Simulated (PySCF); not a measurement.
Vertical excitations of a molecule C2H6BFO2 from PySCF 2.14.0 with TDA-PBE/def2-SVPD, as energy in eV (oscillator strength): 6.72 (0.007), 6.96 (0.008), 7.49 (0.001), 7.54 (0.001), 7.69 (0.009), 7.74 (0.014), 7.76 (0.000), 7.82 (0.015), 8.01 (0.075), 8.04 (0.136). Lowest triplet (TDA): 6.65 eV. Geometry: PBE-D3(BJ)/def2-SVP. The values are those of a single conformer.

Task: Which structure fits?
A. COB(F)CO
B. COB(O)CF
C. COCB(O)F
D. COB(F)OC

Result: B, COB(O)CF
